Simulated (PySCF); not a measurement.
# A bond scan of BCFH2

These are calculations, not measurements. They come from PySCF 2.14.0, an open-source quantum chemistry program, on an isolated molecule that a program drew, which may never have been made. The molecule is BCFH2 (charge 0, singlet), drawn as the SMILES string `C=BF`.

The structure below is the HF double-zeta minimum with every atom moved a little at random, so it isn't optimised. Bond C1-H4 is then set to each length in the table by shifting atom 4 along it, with nothing else relaxed.
```xyz
5
BCFH2, angstrom
C    -0.2184   -1.0188   -1.2604
B    -0.6089   -0.0375   -2.1308
F    -1.1022    0.7837   -2.9033
H     0.7954   -1.2854   -0.9295
H    -0.9442   -1.5659   -0.6313
```

E is the energy above the same method's energy at the HF double-zeta minimum. IE is the energy to remove one electron at fixed geometry, to the doublet state of charge +1, as a difference of total energies. The basis family is cc-pVnZ, with UHF for radicals and no spin-orbit coupling. Best is HF at quadruple zeta, plus MP2 correlation extrapolated from triple and quadruple zeta, plus CCSD(T) minus MP2 at triple zeta, with a frozen core. The other columns are at triple zeta.

```
bond (Å),E HF (kcal/mol),E r2SCAN (kcal/mol),E CCSD(T) (kcal/mol),E best (kcal/mol),IE HF (eV),IE r2SCAN (eV),IE CCSD(T) (eV),IE best (eV),T1
0.9943,5.97,7.11,7.70,7.23,7.675,8.871,9.008,9.162,0.013
1.0443,?,?,?,?,?,?,?,?,?
1.0993,3.13,3.58,4.15,3.76,7.654,8.842,8.983,9.140,0.013
1.1853,7.39,7.07,7.65,7.30,7.638,8.820,8.965,9.123,0.013
1.2653,14.49,13.33,13.91,13.57,7.623,8.801,8.949,9.108,0.013
1.3443,23.28,21.19,21.72,21.39,7.609,8.784,8.936,9.096,0.014
```

T1 is the CCSD diagnostic of the starting molecule.

**Estimate the best E and IE at 1.0443 Å from the other rows.**

A least-squares cubic in the inverse of the bond length through the other values of E best gives 4.18 kcal/mol there. A least-squares quadratic in the bond length through IE best gives 9.151 eV. The calculation gives 4.20 kcal/mol and 9.151 eV, so the fits miss by 0.02 kcal/mol and 0.000 eV. The same recipe one zeta lower moves these two values by 0.48 kcal/mol and 0.04 eV, a gauge of their own error. The rest of the row: E is 3.21 (HF), 4.06 (r2SCAN), 4.63 (CCSD(T)); IE is 7.665 (HF), 8.857 (r2SCAN), 8.996 (CCSD(T)); T1 is 0.013.
